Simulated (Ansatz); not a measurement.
```yaml
crystal:
  periodic: [false, false, false]
  atoms:
    - {symbol: O, position_ang: [-2.378257, 2.415871, -1.414544]}
    - {symbol: Si, position_ang: [-1.523890, 1.166190, -0.855543]}
    - {symbol: O, position_ang: [-1.030779, 0.276808, -2.113482]}
    - {symbol: O, position_ang: [-0.221969, 1.661223, 0.086387]}
    - {symbol: O, position_ang: [-2.299464, 0.375711, 0.341896]}
    - {symbol: Sn, position_ang: [-1.048160, 0.265205, 1.837298]}
    - {symbol: F, position_ang: [-1.971785, -0.879656, 3.034986]}
    - {symbol: F, position_ang: [-0.717017, 1.736116, 2.972879]}
    - {symbol: O, position_ang: [0.546335, -0.803634, 1.519219]}
    - {symbol: Si, position_ang: [1.472289, -1.163359, 0.258874]}
    - {symbol: O, position_ang: [2.593097, -2.271996, 0.643740]}
    - {symbol: O, position_ang: [2.108149, 0.251067, -0.293546]}
    - {symbol: O, position_ang: [0.631913, -1.759726, -1.025791]}
    - {symbol: H, position_ang: [-2.414685, 2.532014, -2.364692]}
    - {symbol: H, position_ang: [-0.517645, -0.521987, -1.914172]}
    - {symbol: H, position_ang: [0.690453, 1.507159, -0.211033]}
    - {symbol: H, position_ang: [2.897347, -2.301288, 1.552354]}
    - {symbol: H, position_ang: [2.750839, 0.198063, -1.003677]}
    - {symbol: H, position_ang: [0.391427, -2.688281, -0.994655]}
basis:
  gaussian: {orbitals: def2-TZVPP}
total_charge: 1
magnetization: {spin_polarized: true, initial_magnetization: 1}
hamiltonian: {xc: {name: HF}}
correlation: {active_space: {window: {electrons: 6, orbitals: 2}}}
scf: {lower_state_search: off}
output: {forces: true}
```

```sh
$ ansatz run in.yaml --threads 11 --pin off --events-out ev --progress --plain --max-ram 120832MiB --backend cuda --devices 0, --max-vram 75GiB
```

It prints (some lines left out):

```
Error: invalid value for `correlation.active_space`: it starts from restricted Hartree–Fock orbitals; set hamiltonian.xc: hf without magnetization.spin_polarized
```
